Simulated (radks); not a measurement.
The table gives one normalised radial function P(r) = r R(r) of Br8+ in [Ar] 3d9 (r in bohr). Calculated with a radial shooting solver on a logarithmic mesh with Libxc functionals: non-relativistic Kohn-Sham, LB94 model potential, spin-polarised, spherical densities, point nucleus; open shells are filled with parallel spins first.

r	P
0.001816	0.0038
0.002031	0.0048
0.002272	0.0059
0.002562	0.0075
0.002865	0.0093
0.003205	0.0116
0.003613	0.0147
0.004042	0.0182
0.004521	0.0226
0.005097	0.0285
0.005701	0.0352
0.006428	0.0442
0.00719	0.0546
0.008042	0.0673
0.009067	0.0840
0.01014	0.1032
0.01134	0.1265
0.01279	0.1568
0.01431	0.1911
0.016	0.2322
0.01804	0.2851
0.02018	0.3438
0.02257	0.4129
0.02545	0.4998
0.02846	0.5940
0.03184	0.7019
0.0359	0.8333
0.04015	0.9705
0.04491	1.1213
0.05063	1.2958
0.05664	1.4678
0.06386	1.6569
0.07142	1.8317
0.07989	1.9976
0.09007	2.1557
0.1007	2.2751
0.1127	2.3573
0.1271	2.3939
0.1421	2.3726
0.159	2.2934
0.1792	2.1445
0.2005	1.9510
0.2242	1.7152
0.2528	1.4326
0.2828	1.1596
0.3163	0.8964
0.3566	0.6432
0.3989	0.4456
0.4461	0.2904
0.503	0.1703
0.5626	0.0959
0.6344	0.0473
0.7096	0.0223
0.7936	0.0095
0.8948	0.0033
1.001	0.0011
1.119	0.0003
1.262	0.0001
1.412	0.0000
1.579	0.0000
1.78	0.0000
1.991	0.0000

Which n and l does it have? It may be an empty orbital.

Answer. n = 2, l = 1: the number of nodes gives n - l - 1 = 0, the rise at small r (about r^(l+1)) gives l, and the extent must fit the shell. The curve is that of 2p up; the table hardly tells the two spins apart. 2p up: eigenvalue -1702.1 eV, 0 radial nodes, <r> = 0.166 bohr, 90 % of the charge inside 0.271 bohr.
